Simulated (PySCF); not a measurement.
# Worked example: dipole moment from atomic charges

Ga(I)2(OH) (GaHI2O), SMILES [OH][Ga]([I])[I]. Atoms are numbered in the order given.

```xyz
5

Ga     0.7558     0.0084     0.0000
I     -0.4440    -2.1857     0.0000
I     -0.4366     2.1861     0.0000
O      2.5357     0.0656     0.0000
H      2.9575    -0.8053     0.0000
```

Geometry optimised at B3LYP-D3(BJ)/def2-SVP. The def2 effective core potentials stand for the cores of I; spin–orbit coupling is left out. Other conformers were not sampled.

Charges (e) from PBE/def2-TZVP run with PySCF:

```csv
atom,Mulliken,ESP fit
Ga1,0.498,0.361
I2,-0.182,-0.122
I3,-0.168,-0.071
O4,-0.458,-0.525
H5,0.310,0.356
```

The dipole moment of the full density is 1.07 D.

Question: What dipole moment does each set of point charges give, and which comes closer to that of the density?

Answer: 
μ = Σ q r, and 1 e Å = 4.8032 D.
Mulliken: Σ q r = (0.286, -0.245, 0.000) e Å, |μ| = 1.81 D.
ESP fit: Σ q r = (0.080, -0.207, 0.000) e Å, |μ| = 1.06 D.
ESP fit comes closer in size. Point charges leave out the atoms' own dipoles (lone pairs, polarised bonds); fits to the potential absorb them, partitions of the density don't.
